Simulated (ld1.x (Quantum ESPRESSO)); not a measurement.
# lanthanum (La): variants of one PAW potential

Base potential:

```
Element                 : lanthanum (La)
Generator               : ld1.x (Quantum ESPRESSO) 7.5
Type                    : PAW
Functional              : LDA (PZ)
Relativity              : scalar-relativistic
Frozen core             : [Kr] 4d10
Valence charge          : 11
Reference configuration : 4f0 5s2 5p6 5d1 6s2 6p0
Partial waves           : 5s (bound): rcut 2.55, rcutus 3.25 bohr; 6s (bound): rcut 2.55, rcutus 3.25 bohr; 5p (bound): rcut 2.50, rcutus 2.90 bohr; 6p (bound, empty): rcut 2.50, rcutus 2.90 bohr; 5d (bound): rcut 3.35, rcutus 4.45 bohr; 5d channel at 0.1 Ry: rcut 3.35, rcutus 4.45 bohr; 4f (bound, empty): rcut 1.55, rcutus 1.85 bohr; 4f channel at 4.55 Ry: rcut 1.55, rcutus 1.85 bohr
Local potential         : all-electron potential smoothed inside 4.15 bohr (lloc = -1)
Core correction         : a·sin(br)/r model core, default radius (core density twice the valence density)
Augmentation charge     : BESSEL, radius 1.40 bohr
```

Cutoffs, loose and tight: the cutoffs (Ry, on a coarse ladder) from which the occupation-weighted sum of valence levels, in a spherical-Bessel basis at the reference potential, stays within 10 and 1 mRy of its value at 400 Ry. They do not see the model core or the augmentation charge, which bear on the density cutoff. Test errors are all-electron minus pseudo excitation energies from the reference, over the configurations 4f0 5s2 5p6 5d1 6s1 6p0; 4f0 5s2 5p6 5d1 6s0 6p0; 4f0 5s2 5p6 5d0 6s0 6p0; 4f0 5s2 5p5 5d1 6s2 6p0; 4f0 5s2 5p6 5d1 6s0 6p1; 4f1 5s2 5p6 5d0 6s2 6p0; 4f0 5s1 5p6 5d1 6s2 6p0 (two spin-polarised tests are not counted in the largest error). A dash means not determined; rows that change the core or the reference have their own tests.

For the base: The cutoffs count occupied waves only; the empty 4f level needs 35 Ry at the loose tolerance.

```tsv
change	outcome	cutoff, loose	cutoff, tight	bound ghosts	largest test error (meV)
base	generated	10 Ry	18 Ry	none	test run stopped at test 1 of 9 (negative rho)
waves 5s (bound): rcut 1.98, rcutus 2.10 bohr; 6s (bound): rcut 1.98, rcutus 2.10 bohr	generated	12 Ry	18 Ry	none	test run stopped at test 1 of 9 (negative rho)
waves 5s (bound): rcut 2.38, rcutus 2.52 bohr; 6s (bound): rcut 2.38, rcutus 2.52 bohr	generated	12 Ry	18 Ry	none	test run stopped at test 3 of 9 (negative rho), 2 before it not solved
waves 5s (bound): rcut 2.55, rcutus 2.76 bohr; 6s (bound): rcut 2.55, rcutus 2.76 bohr	generated	12 Ry	18 Ry	none	test run stopped at test 4 of 9 (negative rho), 3 before it not solved
waves 5s (bound): rcut 2.55, rcutus 3.04 bohr; 6s (bound): rcut 2.55, rcutus 3.04 bohr	generated	10 Ry	18 Ry	none	test run stopped at test 4 of 9 (negative rho), 3 before it not solved
waves 5s (bound): rcut 2.55, rcutus 3.58 bohr; 6s (bound): rcut 2.55, rcutus 3.58 bohr	generated	10 Ry	15 Ry	none	test run stopped at test 1 of 9 (negative rho)
waves 5s (bound): rcut 2.55, rcutus 3.74 bohr; 6s (bound): rcut 2.55, rcutus 3.74 bohr	generated	10 Ry	15 Ry	none	test run stopped at test 1 of 9 (negative rho)
waves 5s (bound): rcut 2.55, rcutus 4.24 bohr; 6s (bound): rcut 2.55, rcutus 4.24 bohr	generated	10 Ry	15 Ry	none	test run stopped at test 1 of 9 (negative rho)
waves 5s (bound): rcut 2.55, rcutus 4.48 bohr; 6s (bound): rcut 2.55, rcutus 4.48 bohr	generated	10 Ry	15 Ry	none	test run stopped at test 1 of 9 (negative rho)
waves 5s (bound): rcut 2.55, rcutus 4.78 bohr; 6s (bound): rcut 2.55, rcutus 4.78 bohr	generated	10 Ry	15 Ry	none	test run stopped at test 1 of 9 (negative rho)
```

Reading the sweep of the s radius (base included, trends over the rows without a ghost): The loose cutoff stays near 10 Ry.
